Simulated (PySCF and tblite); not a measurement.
The numbers below are computed, except where a source is named.
C4H10GeS, numbered as in [GeH3:1][C@@H:2]1[CH2:3][CH2:4][CH2:5][S:6]1. Search: ETKDG, UFF, GFN2-xTB, 60 starts; geometries at GFN2-xTB. Weights use B3LYP-D3(BJ)/pcSseg-1 (IEF-PCM, dichloromethane) energies plus GFN2-xTB zero-point and thermal terms (modes under about 100 cm⁻¹ blended into free rotors). Symmetry numbers and mirror images are counted. Conformers within 2.5 kcal/mol (GFN2-xTB free energy) were kept, 6 at most. GIAO shieldings: B3LYP/pcSseg-1 (IEF-PCM, dichloromethane). Shifts are against TMS (¹H), TMS (¹³C) at the same level; of two unlike H on one atom, a is the less shielded. Codes: tblite and PySCF.

The 5-ring runs over atoms 2–3–4–5–6.

```tsv
conformer	shape	point group	mirror pair	ΔE(DFT)	Δ(G−E) at 298.15 K	δ H3b (ppm)
1	5-ring twist (ring torsions 51, -39, 14, 14, -39°)	C1	no	0.00	0.00	1.46
2	5-ring twist (ring torsions -50, 37, -13, -15, 39°)	C1	no	0.64	-0.03	2.36
```

Energies in kcal/mol; the thermal term leaves out symmetry numbers and mirror images.

(1) Work out the weights at 298.15 K and the ¹H shift of H3b under fast exchange.

Spin–orbit effects of the heavy atoms on shieldings are missing.

Results:

(1) RT = 0.592 kcal/mol. Each conformer gets RT ln(σ/g), with σ the rotational symmetry number and g = 2 for a mirror pair: 1: σ = 1, g = 1, G = 0.00 + 0.00 + 0.00 = 0.00, 0.00 above the lowest, exp(−ΔG/RT) = 1.000; 2: σ = 1, g = 1, G = 0.64 − 0.03 + 0.00 = 0.62, 0.62 above the lowest, exp(−ΔG/RT) = 0.353. The sum is 1.353, so the weights are 73.9, 26.1 %. The averaged shift is 1.70 ppm. At 298.15 K the leading conformer alone gives 1.46 ppm and bare DFT energies give 1.69 ppm.
